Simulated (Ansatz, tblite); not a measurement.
Cost and result up the ladder for In(phosphinine)H3 (C5H8InP) (15 atoms). Charge 0, multiplicity 1. Geometry: PBE0-D4/def2-SVP.

```xyz
15

In   -3.063    1.534   -0.571
P    -0.593    0.299   -0.110
C     0.841    0.380   -1.065
C     2.019   -0.283   -0.734
C     2.161   -1.081    0.403
C     1.131   -1.292    1.321
C    -0.136   -0.731    1.197
H     0.805    0.986   -1.975
H     2.880   -0.175   -1.401
H     3.125   -1.565    0.582
H     1.331   -1.935    2.184
H    -0.894   -0.945    1.956
H    -3.979    0.291    0.231
H    -2.909    1.508   -2.303
H    -2.718    3.008    0.286
```

Ansatz on 4 threads of Intel Xeon 6975P-C on a shared host; xTB runs through tblite on one thread. Times are rough, summed over both states, and most runs start from the orbitals of an earlier one. B2PLYP/def2-TZVP serves as the yardstick here, not as an exact answer. Differences are given only for rows in sets of like size (and for xTB, whose basis is part of the method), since another set adds its own error. The other state is a doublet.

In the def2 sets In takes a core potential; there is no spin–orbit coupling. The xTB rows come from tblite. Correlated methods freeze 14 core orbitals; core or outer-core shells of In are correlated, in sets that lack core-valence functions. The rows differ in basis, and correlated rows in double-zeta sets carry the largest basis error. In CCSD on the charge 1 doublet the largest single amplitude is 0.50, so its Hartree–Fock determinant may place the open shell otherwise than the density functionals do. HOMO above LUMO, or a gap near zero within one spin, warns that the state may not be the lowest or that an electron is smeared out.

Run but left out: HF/def2-SVP (singlet: restricted singlet, unstable towards broken spin symmetry); MP2/def2-SVP (charge +1 doublet: ⟨S²⟩ 0.94, where a pure state has 0.75).

Correlated methods converge slowly with the basis, most of all in double-zeta sets.

Raw xTB energies of ions are shifted by several eV.

| level | functions | vertical IE (eV) | difference from B2PLYP/def2-TZVP (eV) | remarks |
| --- | --- | --- | --- | --- |
| PBE-D4/def2-TZVP | 290 | 8.66 | -0.44 | gap within one spin near zero (+1 doublet) |
| B2PLYP/def2-TZVP | 290 | 9.11 | 0.00 | – |
| GFN1-xTB | 54 | 13.64 | 4.54 | – |
| GFN2-xTB | 46 | 13.22 | 4.12 | – |
| CCSD(T)/def2-SVP | 154 | 9.31 | – | large T1 (0.058) (+1 doublet), restricted SCF unstable (singlet), spin-contaminated (⟨S²⟩ 0.94) (+1 doublet) |
| PBE0-D4/def2-TZVP | 290 | 8.99 | -0.12 | – |

Task: Estimate how long each takes.

Result: GFN2-xTB 0.016 s; GFN1-xTB 0.022 s; PBE-D4/def2-TZVP 6.5 s; PBE0-D4/def2-TZVP 17 s; B2PLYP/def2-TZVP 21 s; CCSD(T)/def2-SVP 94 s. On shared hardware such times vary by a factor of up to 3.
